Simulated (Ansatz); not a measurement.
C2H3NSe can be A, `NC#C[SeH]`, or B, `CN=C=[Se]`.

Isolated molecules relaxed with PBE0-D4/def2-TZVP in Ansatz; ΔE leaves out vibrations. CCSD(T)/CBS adds triple-zeta CCSD(T) − MP2 to the extrapolated MP2 energy (def2 sets, frozen cores). DFT in def2-TZVPP. B3LYP here is the variant with VWN-RPA as its local correlation; programs differ in this. For Se outer-core shells are correlated without core-valence functions, which leaves a few kJ/mol of doubt a bond. Scalar relativity is left out up to krypton. One conformer a species, not always the lowest.

Task: Which is lower in electronic energy at CCSD(T)/CBS, and by how much? (Estimate.)

Result: Ansatz gave: B, by 150.5 kJ/mol.

Task: Give E(B) − E(A) in kJ/mol with B3LYP-D4, PBE-D4, CCSD(T)/def2-TZVPP, PBE0-D4, BLYP-D4, CCSD/def2-TZVPP, r2SCAN-D4. (An estimate is asked.)

Result: Computed: B3LYP-D4 -159.3, PBE-D4 -159.8, CCSD(T)/def2-TZVPP -150.1, PBE0-D4 -154.3, BLYP-D4 -164.4, CCSD/def2-TZVPP -145.0, r2SCAN-D4 -163.9. None reverses the order clearly.

Task: Does the order hold for the free energy at 298.15 K (harmonic terms from PBE0-D4)? (Best estimate.)

Result: Ansatz gave: Yes: G(B) − G(A) = -143.7 kJ/mol, for one conformer each. Modes under 60 cm⁻¹, often nearly free rotors, make the harmonic entropy too high.

Largest T1 diagnostic: 0.014.

Leaving LDA and LC-ωPBE aside and taking each functional with its dispersion term where it has one, the values, not all of them listed here, spread over 18.2 kJ/mol, from BLYP-D4 to ωB97M-V. LDA lies +7.1 kJ/mol from PBE without D4. At CCSD(T), def2-SVP lies −17.5 kJ/mol from the extrapolated value and def2-TZVPP +0.4 kJ/mol.
